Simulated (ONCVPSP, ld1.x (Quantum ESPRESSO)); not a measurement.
Potentials for technetium (Tc) compared

Generated with ld1.x 7.5 (TM, RRKJ, ultrasoft, PAW), atompaw 4.2 or ONCVPSP 4.0.1. The cutoff is in Ry: for ld1.x and atompaw files where the sum of valence levels is converged to 10 mRy in a Bessel basis, for ONCV files where the hardest occupied wave has 1 mHa per electron of residual kinetic energy. The error is the largest all-electron minus pseudo excitation energy over each file’s own four to seven test configurations (ionisations up to +4, promotions, holes and added fractions of an electron), all of which were solved. The labels leave out finer settings (local radius, basis sizes, second energies), which also bear on the numbers. Spin-polarised tests are not counted. The rows are a selection from randomly drawn settings: files with unsolved tests, undetermined cutoffs or missed reference levels are left out.

```csv
potential,cutoff (Ry),largest error (meV),bound ghosts
"ONCV, PBE, scalar-relativistic, rc 1.95/1.15/1.60 (spd), local smoothed, core correction yes, reference 4s2 4p6 4d5 5s2, qcut 8.2/7.5/5.6, projectors 2/1/2",108,+61,none
"ONCV, LDA (Perdew-Wang 92), scalar-relativistic, rc 1.65/1.30/1.30 (spd), local d, core correction no, reference 4s2 4p6 4d5 5s2, qcut 6.3/7.2/7.3, projectors 3/2/0",152,-5.6,none
"PAW, PBEsol, scalar-relativistic, rc 1.75/1.70/2.45/2.70 (spdf), local smoothed, core correction yes, reference 4s2 4p6 4d5 5s1.5 5p0.5",30,-52,none
"ONCV, BLYP, scalar-relativistic, rc 1.95/1.70/1.70/2.10 (spdf), local smoothed, core correction yes, reference 4s2 4p6 4d5 5s1.75 5p0.25, qcut 6.8/6.5/7.4/4.7, projectors 2/3/2/1",43,-8.0,none
"ONCV, LDA (Perdew-Zunger), fully relativistic, rc 1.75/1.15/1.65/1.45 (spdf), local smoothed, core correction yes, reference 4s2 4p6 4d5 5s2, qcut 8/7.4/6.7/7.8, projectors 2/2/2/2",105,-4.2,none
"ONCV, LDA (Perdew-Wang 92), fully relativistic, rc 1.75/1.20/2.10 (spd), local smoothed, core correction yes, reference 4s2 4p6 4d6 5s1, qcut 6.3/8.1/6.7, projectors 2/2/2",61,+3.0,none
"ONCV, PBE, scalar-relativistic, rc 1.95/1.80/1.35 (spd), local smoothed, core correction yes, reference 4s2 4p6 4d5 5s1, qcut 6.1/8/7.9, projectors 2/2/1",48,-5.4,none
```

(1) Fill in the row for Tc: ONCV, PBE, fully relativistic, rc 1.06/1.18/1.84 (spd), local smoothed, core correction yes, reference 4s2 4p6 4d5 5s2, qcut 7.2/10.3/7.7, projectors 3/2/2.

## Answers

(1) cutoff 81 Ry, largest error -4.3 meV, bound ghosts: none.
